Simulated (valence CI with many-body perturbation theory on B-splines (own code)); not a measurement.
## Which ion has this spectrum?

A relativistic CI+MBPT calculation for an atom or ion with 22 electrons gives these levels (eV):

```tsv
J	Parity	E	g
0	even	0.000	
1	even	5.695	1.50
2	even	9.644	1.44
3	even	12.122	1.40
4	even	12.647	1.26
0	even	17.863	
4	even	18.998	1.07
3	even	21.710	0.94
2	even	22.115	0.88
5	even	23.210	1.07
1	even	23.782	1.32
6	even	24.832	1.11
4	even	27.055	1.03
2	even	27.811	1.20
```

The energies are calculated, and their last digits are not significant.

Which is it?
A. I31+
B. Sn28+
C. Sb29+
D. In27+

B. Sn28+, ground level (3d3/2^4) J=0.
